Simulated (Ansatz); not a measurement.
Correlation energies of `[F][Sb][F]` radical by basis set

Z-matrix (Å, degrees):
```
Sb
F 1 1.904
F 1 1.904 2 94.9
```

The species carries charge 0 and has multiplicity 2. Correlated methods include outer-core shells of Sb, which these sets cover unevenly. Sb: def2 effective core potential. Geometry: relaxed with PBE0-D4/def2-TZVP. Frozen core, unrestricted reference, Ansatz.

```tsv
basis	HF (Eh)	MP2 corr.
def2-SVP	-437.99714	-0.46822
def2-TZVPP	-438.27919	-0.82090
def2-QZVPP	-438.29413	-1.10961
```

Problem. Estimate the CCSD correlation energy and the (T) correction in each basis where they were run (hartree).

Solution. 
| basis | CCSD corr. | (T) |
| --- | --- | --- |
| def2-SVP | -0.47839 | -0.00920 |
| def2-TZVPP | -0.81142 | -0.02389 |
| def2-QZVPP | -1.06604 | -0.03179 |
